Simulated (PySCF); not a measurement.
## Relaxation of quintet MoCl₂

Method: UPBE0/[Mo def2-TZVP with ECP28, Cl def2-TZVP], scalar-relativistic core potentials, density fitting, no spin–orbit coupling, PySCF. A (50,194) grid was used.

A hand-made linear start, of D∞h symmetry, held to at least that symmetry:

```xyz
3
charge 0 multiplicity 5, angstrom
Mo    0.0000    0.0000    0.0000
Cl    0.0000    0.0000    2.3700
Cl    0.0000    0.0000   -2.3700
```

Task: What does it relax to?

Result: It ends at D∞h with Mo–Cl 2.278 Å (×2); Cl–Mo–Cl 180.0°. A frequency run shows 1 imaginary mode, down to 71i cm⁻¹, so it is a saddle point. Other isomers or separated fragments may lie lower.

Task: How much energy is released, and in how many steps?

Result: 11.8 kJ/mol in 4 steps.

Other spin states or occupations of the open shell can lie lower.
